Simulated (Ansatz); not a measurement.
Consider the cleavage of the Si–Si bond: `[SiH3][SiH2][SiH2][SiH3]` + `[CH3][Mg][OH]` → `[CH3][Mg][O][SiH3]` + trisilane.

Program: Ansatz. Geometries: PBE0-D4/def2-TZVP. ΔE: electronic, gas phase. CCSD(T)/CBS adds triple-zeta CCSD(T) − MP2 to the extrapolated MP2 energy (def2 sets, frozen cores). Functionals use def2-TZVPP. For Mg outer-core shells are correlated without core-valence functions, which leaves a few kJ/mol of doubt a bond. Each species was taken in one conformer, which may not be the lowest.

```json
{"level": "LDA (SPW92)", "ΔE (kJ/mol)": "-90.9"}
{"level": "r2SCAN0-D4", "ΔE (kJ/mol)": "-110.6"}
{"level": "ωB97M-V", "ΔE (kJ/mol)": "-115.1"}
{"level": "PBE-QIDH", "ΔE (kJ/mol)": "-111.8"}
{"level": "BLYP", "ΔE (kJ/mol)": "-115.2"}
{"level": "CAM-B3LYP", "ΔE (kJ/mol)": "-123.8"}
{"level": "RPA@PBE/def2-TZVPP", "ΔE (kJ/mol)": "-120.9"}
{"level": "MP2/def2-SVP", "ΔE (kJ/mol)": "-116.9"}
```

(1) What does CCSD(T)/CBS give? (Estimate.)

Largest T1 diagnostic among the species: 0.014.

Answers

(1) Ansatz gave: -115.7 kJ/mol. The listed levels differ from it by 24.8, 5.1, 0.6, 3.9, 0.5, -8.1, -5.2, -1.2 kJ/mol.

From PBE to PBE0 (25 % exact exchange), in def2-TZVPP and without D4, ΔE moves by −7.6 kJ/mol. The D4 term adds +7.6 kJ/mol with B3LYP and +4.6 kJ/mol with PBE0; it sums over pairs of atoms, weighted by their polarisabilities, and B3LYP, whose exchange is more repulsive, gets the larger term.

B3LYP here is the variant with VWN-RPA as its local correlation; programs differ in this.
